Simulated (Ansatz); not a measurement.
**Pulling the pair apart**

The pair of F⁻ (SMILES [F-], atom 1) and GeH₄ (SMILES [GeH4], atoms 2–6), both closed shells, in one local arrangement (a lower one may exist), relaxed at PBE0-D4/def2-TZVPD:

F1  (0.560, -0.216, -1.771)
Ge2  (-0.032, 0.012, 0.100)
H3  (-0.398, -1.502, 0.056)
H4  (-1.038, 1.063, -0.459)
H5  (1.437, 0.439, 0.400)
H6  (-0.530, 0.204, 1.674)
(Å)

GeH₄ is shifted rigidly along the line between the mean atom positions of the two fragments (negative: closer). Counterpoise interaction energies in kJ/mol. Ansatz 0.2.0; basis: def2-TZVPPD; cores frozen in the correlated methods. Filled d shells of the heavier atoms are correlated. The def2 sets are not built for correlating such inner shells, so the correlated values are less sure here.

```json
{"shift (Å)": "-0.20", "MP2": "-135.2", "HF": "-161.4", "wB97M-V": "-148.2"}
{"shift (Å)": "-0.10", "MP2": "-155.4", "HF": "-176.2", "wB97M-V": "-167.3"}
{"shift (Å)": "0.00", "MP2": "-161.8", "HF": "-178.1", "wB97M-V": "-172.6"}
{"shift (Å)": "0.10", "MP2": "-159.9", "HF": "-172.9", "wB97M-V": "-169.8"}
{"shift (Å)": "0.24", "MP2": "-149.9", "HF": "-159.7", "wB97M-V": "-158.9"}
{"shift (Å)": "0.49", "MP2": "-123.8", "HF": "-130.8", "wB97M-V": "-131.1"}
{"shift (Å)": "0.99", "MP2": "-79.9", "HF": "-85.5", "wB97M-V": "-83.9"}
{"shift (Å)": "1.97", "MP2": "-35.4", "HF": "-39.6", "wB97M-V": "-36.0"}
```

Problem. What does CCSD(T) give at these shifts? (Judge from chemistry; the value comes from the calculation.)

Solution. The calculation gives: -138.3, -158.0, -163.9, -161.6, -151.2, -124.7, -80.4, -35.2 kJ/mol. For zero shift, CCSD(T) at an estimated basis limit (MP2 extrapolated from triple and quadruple zeta, plus CCSD(T) − MP2 in triple zeta) gives -168.8 kJ/mol. These are counterpoise interaction energies, counted from the two frozen fragments.

T1 diagnostic: at most 0.017.

For scale, one of the runs: CCSD(T)/def2-TZVPPD, 162 basis functions, launched by `ansatz run in.yaml --threads 2 --pin off --events-out ev --progress --plain --max-ram 5222MiB`. The run took 35 s on 2 CPU threads of an Intel Xeon Platinum 8175M (shared host), with 1.3 GiB of host memory at its peak.
